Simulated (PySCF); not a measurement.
Method: M06-2X/def2-TZVP (PySCF). All species are isolated molecules in the gas phase. One relaxed conformer stands for a flexible species; it need not be the lowest. Excitations are Tamm–Dancoff values on a coarser integration grid. The basis has no diffuse functions, so Rydberg states are missing or too high.

Reference species (SMILES): `BC=C(C)C` (neutral, multiplicity 1).

| Item | Value |
|---|---|
| S1 oscillator strength | 0.001 |
| S1–T1 gap (TDA) | 1.73 eV |

Changed species: `C(C)/C=C/B`.

What does the change do to the S1 oscillator strength and S1–T1 gap (TDA)?

the S1 oscillator strength hardly moves; the S1–T1 gap (TDA) falls by 0.10 eV, to 1.63 eV.
